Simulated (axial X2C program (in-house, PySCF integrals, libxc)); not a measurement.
## Low determinants of RhBr at the PBE0 level, with spin–orbit coupling

Computed with an in-house all-electron X2C program for linear molecules (integrals from PySCF). Two-component (2c) means X2C with spin–orbit coupling and atomic mean-field two-electron Coulomb and Gaunt terms. Basis: Rh dyall-cv3z [12s12p8d5f3g], Br dyall-cv3z [8s9p6d4f1g] (cores contracted in-house); Gaussian nuclei, density fitting, unrestricted open shells. Masses: Rh 102.906 u, Br 78.918 u.

Search at 2.390 Å (vertical energies from the lowest determinant):

```tsv
ΔE (eV)	state	electrons beyond evenly filled partner blocks	electrons in ±ω = 1/2, 3/2, 5/2, 7/2
0.00	Ω = 3	ω = 1/2, ω = 5/2	51 24 5 0
0.21	Ω = 4	ω = 3/2, ω = 5/2	52 23 5 0
0.23	Ω = 1	ω = -1/2, ω = 3/2	51 23 6 0
0.25	Ω = 2	ω = 1/2, ω = 3/2	51 23 6 0
0.49	Ω = 2	ω = -1/2, ω = 5/2	51 24 5 0
0.64	Ω = 1	ω = -3/2, ω = 5/2	52 23 5 0
0.67	Ω = 1	2 × ω = 1/2	50 24 6 0
```

Lowest determinant, Ω = 3 (⟨Sz⟩ = 0.99, ⟨Lz⟩ = 2.01 at PBE0): Re = 2.386 Å, ωe = 259.4 cm⁻¹.

The determinant in row 2 of the search, Ω = 4 (⟨Sz⟩ = 1.00, ⟨Lz⟩ = 3.00 at PBE0), was followed along the bond at PBE0; measured from the minimum of the lowest determinant it gives:

Te = 0.201 eV (1618 cm⁻¹), Re = 2.357 Å, ωe = 257.0 cm⁻¹.

The determinant in row 3 of the search, Ω = 1 (⟨Sz⟩ = -0.86, ⟨Lz⟩ = 1.86 at PBE0), was followed along the bond at PBE0; measured from the minimum of the lowest determinant it gives:

Te = 0.234 eV (1885 cm⁻¹), Re = 2.379 Å, ωe = 256.9 cm⁻¹.

(1) Compare the bond of the determinant in row 2 with that of the lowest one.

The search compares states at one distance, so a state with another bond length can lie lower; it is not exhaustive and yields mostly the lowest determinant of each block pattern, so other components and higher states of one pattern are missing. These are energies of single determinants, not of spin-adapted states; PBE0 term energies can be off by some tenths of an eV, and the functional has no current term. Open-shell Ω = 0 determinants with evenly filled partner blocks cannot be reached by this program, so the Ω shown need not be the lowest component. The lowest determinant need not be the ground state where others lie within half an eV. Where ⟨Sz⟩ is far from a half-integer, Re and ωe of a determinant are not those of a level. Some points of a curve did not converge.

## Answers

(1) At PBE0 its Re is 0.029 Å shorter and its force constant, which goes as ωe², is 0.98 times that of the lowest determinant. T0 ≈ Te + Δωe/2 = 1618 + (-1) = 1617 cm⁻¹.
